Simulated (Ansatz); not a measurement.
`[F][SnH2][CH2]Cl` + H₂ → `[F][SnH3]` + `CCl` at 298.15 K and 1 bar (hydrogenolysis of the Sn–C bond).

Computed with Ansatz on PBE0-D4/def2-TZVP structures; ΔE is electronic, products minus reactants. CCSD(T)/CBS adds triple-zeta CCSD(T) − MP2 to the extrapolated MP2 energy (def2 sets, frozen cores). This one scheme is used for every species. def2 core potentials past Kr. For Sn outer-core shells are correlated without core-valence functions, which leaves a few kJ/mol of doubt a bond. Each species was taken in one conformer, which may not be the lowest.

```
           species  CCSD(T)/CBS energy (Eh)  H − E (kJ/mol)  S (J/(mol·K))
`[F][SnH2][CH2]Cl`               -814.06876           133.6          354.1
                H₂                 -1.17544            35.1          130.4
       `[F][SnH3]`               -315.62493            70.2          264.5
             `CCl`               -499.63220           109.7          234.1
```

H − E and S are ideal-gas, rigid-rotor, harmonic terms from PBE0-D4/def2-TZVP, for one conformer and one mirror image of each species. The MP2-based limit puts H₂ 0.8 mEh under its directly extrapolated value; such offsets cancel only in part. 1 Eh = 2625.50 kJ/mol, R = 8.31446 J/(mol·K).

Problem. By hand: ΔE, ΔH, ΔS and ΔG.

Solution. ΔE = (-315.62493) + (-499.63220) − (-814.06876) − (-1.17544) = -0.01293 Eh = -33.9 kJ/mol. Δ(H − E) = 70.2 + 109.7 − 133.6 − 35.1 = 11.2, so ΔH = -22.7 kJ/mol. ΔS = 264.5 + 234.1 − 354.1 − 130.4 = 14.1 J/(mol·K). ΔG = -22.7 − 298.15 × (14.1)/1000 = -26.9 kJ/mol.

Problem. By hand: the equilibrium constant, and the temperature at which ΔG would vanish if ΔH and ΔS stayed fixed.

Solution. log₁₀ K = −ΔG/(RT ln 10) = 4.7. ΔH and −TΔS have one sign here, so there is no such temperature.

The number of gas molecules stays the same, so ΔS is small and ΔH decides. A doubt of 5 kJ/mol in ΔE shifts log₁₀ K by 0.9 here. Other conformers and mirror images would add mixing entropy, several J/(mol·K) or more a flexible species. Modes under 60 cm⁻¹, often nearly free rotors, make the harmonic entropy too high. These are equilibria of isolated gas molecules and say nothing of rates. Largest T1 diagnostic: 0.014 (customary marks: 0.02 for closed shells, 0.045 for open ones).
